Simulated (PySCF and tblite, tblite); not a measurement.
One step of a conformer study of C₆H₈F₂, numbered as in [F:1][C@H:2]1[CH2:3][CH2:4][C@@H:5]2[C@H:6]([F:7])[C@H:8]12: GFN2-xTB geometry optimisation, gas phase (tblite 0.8.0); conformer with 5-ring envelope (ring torsions 23, -15, 1, 13, -22°).

The 5-ring runs over atoms 2–3–4–5–8.

Input:

```
{"job": {"xc": "GFN2-xTB", "basis": "xTB", "kind": "relax"}, "charge": 0, "multiplicity": 1}
F      0.244900     1.852100     1.426800
C     -0.375000     0.681500     1.106500
C     -1.086800     0.835600    -0.217600
C     -0.041100     0.496700    -1.288400
C      0.904600    -0.462300    -0.594600
C      0.431000    -1.644200     0.191100
F     -0.876700    -2.045300     0.052600
C      0.710100    -0.331500     0.879100
H     -1.038300     0.403500     1.935200
H     -1.501200     1.845500    -0.360300
H     -1.928700     0.124100    -0.287200
H     -0.498900     0.043000    -2.169000
H      0.497300     1.393700    -1.570700
H      1.909600    -0.465000    -1.013000
H      1.087900    -2.477700     0.356300
H      1.553700    -0.240900     1.541700
```

Launched as:

```sh
OMP_NUM_THREADS=1 python ens_run.py task.json out
```

Output (atoms count from 0 there):

```
step      E/eV     max force
  0    -717.78348    1.196
  1    -717.83973    0.456
  2    -717.85340    0.351
  3    -717.87525    0.312
  4    -717.88311    0.241
  5    -717.88881    0.179
  6    -717.89202    0.161
  7    -717.89558    0.162
  8    -717.89829    0.128
  9    -717.89992    0.094
 10    -717.90092    0.080
 11    -717.90187    0.081
 12    -717.90281    0.080
 13    -717.90355    0.059
 14    -717.90405    0.052
 15    -717.90446    0.062
 16    -717.90489    0.058
 17    -717.90533    0.051
 18    -717.90571    0.055
 19    -717.90600    0.043
 20    -717.90624    0.044
 21    -717.90644    0.037
 22    -717.90644    0.037
 23    -717.90653    0.033
 24    -717.90667    0.024
 25    -717.90672    0.022
 26    -717.90690    0.028
 27    -717.90701    0.033
 28    -717.90713    0.034
 29    -717.90726    0.032
 30    -717.90743    0.029
 31    -717.90762    0.032
 32    -717.90779    0.028
 33    -717.90794    0.035
 34    -717.90811    0.037
 35    -717.90829    0.032
 36    -717.90844    0.027
 37    -717.90854    0.025
 38    -717.90861    0.023
 39    -717.90868    0.019
 40    -717.90873    0.018
 41    -717.90878    0.019
 42    -717.90884    0.019
 43    -717.90890    0.021
 44    -717.90895    0.020
 45    -717.90898    0.015
 46    -717.90901    0.015
 47    -717.90903    0.010
 48    -717.90904    0.007
 49    -717.90905    0.006
 50    -717.90905    0.007
 51    -717.90906    0.006
 52    -717.90906    0.005
 53    -717.90907    0.004
```
